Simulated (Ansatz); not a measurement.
Born–Oppenheimer molecular dynamics of BBrF3H (6 atoms, charge 0, multiplicity 1). It starts at the highest image of a converged band. Of that band: Neighbouring images differ by up to 1.4 eV, so the band resolves the path poorly. A vibrational analysis at the climbing image gives one clearly imaginary mode, 1393i cm⁻¹: a first-order saddle point.

All numbers below come from RHF/def2-SVP (Ansatz 0.2.0).

```yaml
ensemble: NVE (velocity Verlet)
time_step: 0.5 fs
steps_asked: 200
starting_velocities_drawn_for: 300 K
seed: 7734
```

First frame:

```xyz
6
Properties=species:S:1:pos:R:3
B 0.011 -0.173 0.036
F 0.010 0.051 1.518
F 1.138 0.183 -0.503
F -1.138 0.115 -0.495
Br 0.080 -2.401 0.569
H 0.043 -1.058 1.667
```

Q: How far do the bonds stretch over the last three quarters of this one trajectory? (Pairs bonded in most of those frames.)

A: 
| bond | mean (Å) | spread (Å) | shortest | longest |
| --- | --- | --- | --- | --- |
| B1–F2 | 1.317 | 0.059 | 1.21 | 1.42 |
| B1–F3 | 1.299 | 0.036 | 1.25 | 1.37 |
| B1–F4 | 1.297 | 0.031 | 1.25 | 1.35 |
| Br5–H6 | 1.447 | 0.093 | 1.30 | 1.59 |

Mean temperature of the second half: 3573 K. The conserved energy stayed within 0.66 meV per atom of its start (net change -0.19 meV per atom), so the integration is sound. The kinetic energy rose, since the run started high on the potential surface and went downhill. It ends in pieces (BF3 + BrH), so much of that is their flight and rotation, not heat. A run of 0.1 ps of so small a system gives no equilibrium averages. The orbitals stay closed-shell, which can raise the energy where a bond breaks towards radicals; this wasn't checked here.

Run time: 5.2 min on 1 thread of Arm Neoverse V2, with other jobs on the host, peak memory 0.18 GiB.
